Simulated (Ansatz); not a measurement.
`CC(C)(C)[N]=[Nb]([CH3])([F])[Cl]`, charge 0, multiplicity 1.

(1) Give a relaxed structure at PBE0-D4/def2-TZVP (Ansatz 0.2.0). (An estimate is asked.)

Results:

(1) Computed: 
Cartesian coordinates in Å:
```
C -1.862 0.251 0.529
C -0.740 0.535 -0.467
C -0.192 1.946 -0.266
C -1.242 0.357 -1.899
N 0.322 -0.405 -0.238
Nb 1.583 -1.576 -0.057
C 2.217 -1.208 1.955
F 2.984 -1.155 -1.232
Cl 0.651 -3.687 -0.181
H -1.500 0.360 1.554
H -2.238 -0.766 0.402
H -2.689 0.949 0.378
H 0.622 2.144 -0.966
H 0.189 2.067 0.750
H -0.980 2.685 -0.431
H -1.613 -0.658 -2.050
H -0.437 0.543 -2.612
H -2.055 1.058 -2.103
H 1.385 -1.368 2.648
H 2.563 -0.178 2.077
H 3.032 -1.894 2.211
```
This is one stationary point; other conformers may exist.
